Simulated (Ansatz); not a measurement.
A nudged elastic band was laid between two geometries of FH3O2Zn (7 atoms, charge 0, multiplicity 1).

Computed with UHF/def2-SVP (Ansatz 0.2.0).

| Item | Value |
| --- | --- |
| movable images | 5 |
| climbing image | yes |
| spring | 5.0 eV/Å² |
| optimiser | quadratic models (default) |
| start path | through a guess of the saddle point |
| force threshold | 0.05 eV/Å |
| iteration limit | 60 |
| end points | relaxed |

Image 0:

```xyz
7
Properties=species:S:1:pos:R:3
Zn 0.413 -0.537 -0.332
F 1.529 0.536 -1.239
O -0.328 -2.016 0.369
H 0.012 1.965 -0.122
O -0.531 1.280 0.253
H 0.012 -2.869 0.161
H -1.106 1.641 0.911
```

Image 6:

```xyz
7
Properties=species:S:1:pos:R:3
Zn -0.265 -0.439 0.252
F 1.238 0.778 -1.054
O -0.253 -2.219 0.344
H 0.688 1.413 -0.638
O -0.557 1.355 0.392
H 0.353 -2.727 -0.168
H -1.204 1.839 0.873
```

(1) What changes between the two ends?

(2) What energy profile does the band end with?

(3) What is the geometry of the highest image?

(4) What are the harmonic wavenumbers there?

Results:

(1) Bonds broken: H4–O5. Bonds formed: F2–H4. FH3O2Zn becomes FH + H2O2Zn.

(2) The run converged. The highest image is number 4 of 0 to 6, 0.75 eV above the first end and 0.13 eV above the last; the last end lies 0.61 eV above the first. A vibrational analysis at the climbing image gives one clearly imaginary mode, 909i cm⁻¹: a first-order saddle point. The orbitals stay closed-shell, which can raise the energy where a bond breaks towards radicals; this wasn't checked here.

| image | path coordinate (Å) | energy (eV) | H4–O5 (Å) | F2–H4 (Å) |
| --- | --- | --- | --- | --- |
| 0 | 0.00 | 0.00 | 0.95 | 2.36 |
| 1 | 0.36 | 0.01 | 0.95 | 2.08 |
| 2 | 0.72 | 0.07 | 0.96 | 1.82 |
| 3 | 1.08 | 0.33 | 1.01 | 1.48 |
| 4 | 1.45 | 0.75 | 1.24 | 1.09 |
| 5 | 1.78 | 0.64 | 1.51 | 0.96 |
| 6 | 2.12 | 0.61 | 1.62 | 0.94 |

(3) 
```xyz
7
Properties=species:S:1:pos:R:3
Zn -0.114 -0.468 0.030
F 1.163 0.829 -0.950
O -0.250 -2.226 0.320
H 0.401 1.427 -0.451
O -0.648 1.356 0.212
H 0.341 -2.835 -0.089
H -0.894 1.917 0.929
```

(4) 909i, 125, 129, 182, 312, 360, 555, 672, 711, 746, 882, 1350, 1961, 4221, 4242 cm⁻¹.

Time of the run: 48 s on 2 threads of Intel(R) Xeon(R) 6975P-C (Granite Rapids), with other jobs on the host, peak memory 0.24 GiB.
